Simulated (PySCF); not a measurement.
**Orbital picture of ZnF**

PBE0 at R = 1.773 Å; PySCF, scalar-relativistic core potentials, basis sets Zn cc-pVDZ-PP with ECP10, F cc-pVDZ. State: ²Σ⁺ (doublet), unpaired electrons σ ↑. Only the outer orbitals are listed, counted within each symmetry, core potentials removing the inner ones.

```
spin  orbital  occ.  ε (eV)  on Zn (%)           main shells (%)
   α       6σ     1  -10.79         33  66 F p, 19 Zn s, 12 Zn d
   α       3π     1   -9.50          8                    92 F p
   α       3π     1   -9.50          8                    92 F p
   α       7σ     1   -6.77         88  70 Zn s, 17 Zn p, 12 F p
   α       4π     0   -0.60         96                   96 Zn p
   α       4π     0   -0.60         96                   96 Zn p
   α       8σ     0    1.57        100           89 Zn p, 9 Zn s
   β       6σ     1  -10.09         31   68 F p, 19 Zn s, 9 Zn d
   β       3π     1   -9.41          7                    93 F p
   β       3π     1   -9.41          7                    93 F p
   β       7σ     0   -3.58         89  76 Zn s, 12 Zn p, 11 F p
   β       4π     0    0.19         97                   97 Zn p
   β       4π     0    0.19         97                   97 Zn p
```

Problem. Which are the highest filled and the lowest empty level, where do they sit, and how wide is the gap?

Solution. Highest filled α 7σ at -6.77 eV (in %: 70 Zn s, 17 Zn p, 12 F p); lowest empty β 7σ at -3.58 eV (in %: 76 Zn s, 12 Zn p, 11 F p); the gap at PBE0 is 3.19 eV.

* bond order (Mayer): 0.94
* ⟨S²⟩: 0.753
* charge on Zn (Mulliken, basis-dependent): 0.45
* charge on Zn (Löwdin, basis-dependent): 0.36
* dipole moment (positive dipole means Zn(−)F(+)): -2.59 D
* polarisability along the bond: 27.4 bohr³
* polarisability across the bond: 28.3 bohr³

The state is the lowest determinant that a PBE0 search found; another state may lie lower at other levels.
